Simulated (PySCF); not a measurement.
# Hartree-Fock beside MP2: AlBH3NO

Calculated results; nothing here was measured. The program is PySCF 2.14.0, an open-source quantum chemistry code, run on an isolated molecule that a program drew, which may never have been made. The molecule is AlBH3NO (charge 0, singlet), drawn as the SMILES string `O=B[NH][AlH2]`.

The geometry was optimised and harmonic frequencies were computed with HF and MP2, all in the cc-pV(D+d)Z basis, for the commonest isotopes, with a restricted reference for singlets and an unrestricted one otherwise, and a frozen core in MP2. Each result is a local minimum of its method.

Geometry at the HF minimum:
```xyz
7
AlBH3NO, angstrom
O    -2.4405   -1.1153    1.5457
B    -1.3606   -1.2205    1.0392
N    -0.1042   -1.3484    0.4577
Al    1.3104   -2.3310    0.9973
H    -0.0092   -0.7988   -0.3807
H     2.5938   -2.2442    0.0958
H     1.1508   -3.1822    2.3043
```

Lengths of the bonds as drawn, in Å (atoms numbered as above):
```
bond,HF,MP2
O1-B2,1.197,1.229
B2-N3,1.390,1.409
N3-Al4,1.805,1.814
N3-H5,1.007,1.021
Al4-H6,1.571,1.572
Al4-H7,1.568,1.569
```

Rotational constants, in GHz:
```
constant,HF,MP2
A,32.54,30.84
B,2.687,2.655
C,2.482,2.445
```

Harmonic frequencies in cm^-1, each column in rising order, so a row needn't be the same motion in every method:
```
rank,HF,MP2
1,146,132
2,173,165
3,482,441
4,501,483
5,569,512
6,587,543
7,662,630
8,755,716
9,827,796
10,1074,?
11,1302,1193
12,2030,1994
13,2044,2010
14,2162,2023
15,3766,3603
```

**Estimate the missing MP2 frequency from the HF column.**

A single factor s that minimises the squared misfit of MP2 against s times HF over the other rows is sum(HF x MP2) / sum(HF^2) = 0.9570, with an rms misfit of 30 cm^-1. For rank 10 it gives 0.9570 x 1074 = 1028 cm^-1. The calculation gives 1007 cm^-1, 21 cm^-1 below the estimate. The drawn bonds are on average 1.0 % longer in MP2 than in HF.
